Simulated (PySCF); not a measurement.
How the method moves the adiabatic energies of losing or gaining an electron of bromochloromethane

Structure: `ClCBr` (CH2BrCl).

All levels share the PBE0-D3(BJ)/ma-def2-SVP structures and the PBE0-D3(BJ)/ma-def2-SVP thermal terms; only the single-point energies (PySCF) change. Values are adiabatic energies of losing or gaining an electron (0 K, eV).

Measured (NIST Chemistry WebBook): adiabatic ionisation energy 10.77 eV.

```
                              level  ionisation energy to the radical cation     time
M06/ma-def2-TZVP (grid 3, damp 0.5)                                    10.38  2.5 min
                          LDA/6-31G                                    10.38     76 s
          ωB97X-D3(BJ)/ma-def2-TZVP                                    10.86        –
```

Times are wall times for all single points of a level on 1 thread of Intel Xeon Platinum 8259CL @ 2.50GHz, a shared host; the dash marks the run that also made the structures. LDA ran on a slower path of this set-up, which computes the density-fitting integrals anew in every SCF cycle while the other levels store them. So the times needn't show the usual order of cost, and those levels read slower than they are.

At LDA/6-31G a relaxed species lies above the same state at the other structure, so the structures fit that level poorly.

The spread: 0.48 eV, from 10.38 to 10.86.

Note: spin-orbit coupling is left out of the energies, which matters for open shells on the heavier atoms; atoms from Ga to Kr are treated without relativity.
